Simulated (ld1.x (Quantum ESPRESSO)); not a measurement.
osmium: what ld1.x (Quantum ESPRESSO) 7.5 does with a changed input

Command:

```bash
ld1.x < Os.in > Os.out
```

Input:

```
&input
   title='Os', zed=76., rel=2, dft='BLYP', iswitch=3, isic=1,
   config='[Xe] 4f14 5d6.5 6s1.5 6p0', rel_dist='average',
   nld=5, rlderiv=2.25, eminld=-9.0, emaxld=5.0, deld=0.04
 /
 &inputp
   pseudotype=2, tm=.true., lloc=0,
   nlcc=.true.,
   file_pseudopw='Os.UPF', file_wfcaegen='ae.wfc', file_wfcncgen='nc.wfc', file_beta='beta', file_chi='chi'
 /
3
5P  2  1   6.00   0.00  2.05  2.05  0.0
5D  3  2   6.50   0.00  2.05  2.05  0.0
5S  1  0   2.00   0.00  1.70  1.70  0.0
 &test
   configts(1)='5s2 5p6 5d6.5 6s1.5 6p0'
 /
```

Output:

```
Program LD1 v.7.5

 %%%%%%%%%%%%%%%%%%%%%%%%%%%%%%%%%%%%%%%%%%%%%%%%%%%%%%%%%%%%%%%%%%%%%%%%%%%%%%
     Error in routine ld1_readin (1):
     SIC available with all-electron only
 %%%%%%%%%%%%%%%%%%%%%%%%%%%%%%%%%%%%%%%%%%%%%%%%%%%%%%%%%%%%%%%%%%%%%%%%%%%%%%

     stopping ...
```

This input was made by a single change from one that runs to its end. What was changed?

The change: self-interaction correction asked for in a generation. The program refuses the input: "ld1_readin: SIC available with all-electron only".
